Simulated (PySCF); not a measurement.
**Computed structure and properties of Ta3**

System: Ta3 (quartet); start: released along the symmetry-breaking force (D∞h). Method: PySCF 2.14.0, UKS PBE0, Ta def2-SVP with ECP60; non-relativistic Hamiltonian with scalar-relativistic core potentials where named; density fitting; no spin-orbit coupling.

Input of the relaxation:

```python
mol = gto.M(atom='''
Ta    -0.00000     0.00000     2.38378
Ta     0.00000    -0.00000     0.00000
Ta     0.00000    -0.00000    -2.38378''',
    basis={'Ta': 'def2-SVP'},
    ecp={'Ta': 'def2-SVP'},
    charge=0, spin=3)
mf = dft.UKS(mol, xc='PBE0')
mf.grids.atom_grid = (50, 194)
mf = mf.density_fit()  # fitting sets: Ta def2-universal-JKFIT
mf.conv_tol = 1e-08; mf.max_cycle = 55
mf.kernel(dm0)  # dm0: converged density of the start geometry
# quasi-Newton relaxation in Cartesian coordinates to a largest gradient under 0.00045 Eh/bohr
```

Run from Python with OMP_NUM_THREADS=2; the lines above give its settings. Where DIIS fails, smearing, a level shift and second-order steps follow.
It took 65 s on 2 threads of Intel(R) Xeon(R) Platinum 8259CL CPU @ 2.50GHz (Skylake/Cascade Lake), on a shared host, from the converged density of the start.

Course of the relaxation:

```
step  energy above end (eV)  largest force component within the symmetry (eV/Å)
   0                 0.0152                                               0.217
   1                 0.0144                                               0.214
   2                 0.0033                                               0.124
   3                 0.0034                                               0.275
   4                 0.0010                                               0.088
   5                 0.0005                                               0.058
   6                 0.0000                                               0.003
```

Relaxed geometry (C∞v):

```xyz
3

Ta    0.0000    0.0000    2.4370
Ta   -0.0001    0.0000   -0.0747
Ta    0.0000    0.0000   -2.3624
```

| contact | Å |
| --- | --- |
| Ta3–Ta2 | 2.288 |
| Ta2–Ta1 | 2.512 |
| Ta3–Ta1 | 4.799 |

On the finer grid (75, 302):

| Quantity | Value |
| --- | --- |
| HOMO | -4.69 eV |
| LUMO | -2.35 eV |
| Dipole about the centre of mass | 0.56 D |
| Spin squared | 5.123 |
| Set of Mulliken populations of Ta1 outside the core potential | s 3.35, p 6.01, d 3.42, f 0.01 |
| D3(BJ) dispersion energy (not in the energies) | -0.133 eV |

```tsv
atom	Mulliken (e)	Löwdin (e)	spin (e)
Ta1	0.21	0.22	3.05
Ta2	-0.39	-0.39	-1.81
Ta3	0.18	0.18	1.76
```

The state is spin-contaminated.

No frequency check is given for this geometry.

One start shape was tried, so this needn't be the lowest isomer.

Open shells may have lower solutions than the one found.
